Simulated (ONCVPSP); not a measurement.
# Scattering properties, ONCV potential for palladium (Pd)

Pd, optimised norm-conserving Vanderbilt (ONCV), made with ONCVPSP 4.0.1 (PBE, scalar-relativistic). Core [Ar] 3d10, reference 4s2 4p6 4d9 5s1. Waves: 4s+5s: rc 1.60 bohr, ncon 3, nbas 6, qcut 6.7 1/bohr, 2 projectors; 4p: rc 1.00 bohr, ncon 3, nbas 6, qcut 9.3 1/bohr, 2 projectors, debl 2 Ha; 4d: rc 1.70 bohr, ncon 3, nbas 8, qcut 11 1/bohr, 2 projectors, debl 3 Ha; f scattering state at 0.24 Ha: rc 1.70 bohr, ncon 3, nbas 7, qcut 7.5 1/bohr, 3 projectors, debl 2.3 Ha. Local part: polynomial inside 0.70 bohr (lpopt 5, dvloc0 4 Ha). Core correction: Teter function, fcfact 3.5, rcfact 1.35.

In the p channel the program set the typed energies aside and used -2.002, 0.250 Ha.

The phase is arctan(r·R′/R) of the radial function R(r), unwrapped; energies in Ha, scanned from -5 to 5 Ha. A pole is an energy at which the radial function vanishes at the test radius. The pseudo phase is shifted by a multiple of π to meet the all-electron one at the reference energy, and phase errors are pseudo minus all-electron; the curves can meet again beyond the range given. Levels narrower than the energy grid can be missing from the lists of poles. Where the grid stepped over a known ghost or core level, its pole and its step of π were put in at the level’s energy.

Q: For each channel, where are the poles, and over which energies does the pseudopotential scatter like the atom?

A:

```tsv
channel	radius (bohr)	reference energy (Ha)	poles, all-electron	poles, pseudo	unbroken range about the reference energy with phases within 0.05 rad	phase error 1 Ha above the reference energy (rad)
s	1.63	-0.16	-2.90	-2.90, -1.42	above -1.4	+0.003
p	1.01	-2.00	4.55	4.52	the whole range	+0.000
d	1.73	-0.25	0.63	0.63	the whole range	+0.000
f	1.73	0.24	3.02	3.02	the whole range	-0.000
```

Note: ghosts flagged at negative energy: s at -38.6 eV; GHOST(+) flagged for p at 362.3 eV. A true bound ghost makes a file unfit for plane-wave use.

Phases in the p channel:

```csv
E (Ha),all-electron,pseudo
-4.96,0.390,0.388
-4.48,0.156,0.155
-4.00,-0.115,-0.116
-3.52,-0.390,-0.390
-3.04,-0.633,-0.633
-2.56,-0.827,-0.827
-2.08,-0.977,-0.977
-1.60,-1.091,-1.091
-1.12,-1.179,-1.179
-0.64,-1.248,-1.248
-0.16,-1.305,-1.304
0.32,-1.351,-1.351
0.80,-1.389,-1.389
1.28,-1.423,-1.423
1.76,-1.451,-1.451
2.24,-1.477,-1.477
2.72,-1.500,-1.500
3.20,-1.520,-1.521
3.68,-1.539,-1.540
4.16,-1.557,-1.558
4.64,-1.574,-1.575
```
